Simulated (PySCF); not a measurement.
How methods differ on the excitation energy of In²⁺

In²⁺ [Kr] 4d10 5s1 (2S) → In²⁺ [Kr] 4d9 5s2 (2D), as a difference of total energies. Calculation: PySCF 2.14, in aug-cc-pVTZ-PP with one added diffuse shell each of d, f type with ECP28MDF (6s5p5d3f, 67 functions); a scalar-relativistic core potential. The calculations carry no spin-orbit coupling.

| method | excitation energy (eV) |
| --- | --- |
| UHF | 15.227 |
| LDA | 14.089 |
| PBE | 14.275 |
| PBE0 | 14.646 |
| r2SCAN | 14.746 |
| BLYP | 13.986 |
| PW91 | 14.278 |
| LC-wPBE | 14.710 |
| revPBE | 14.382 |
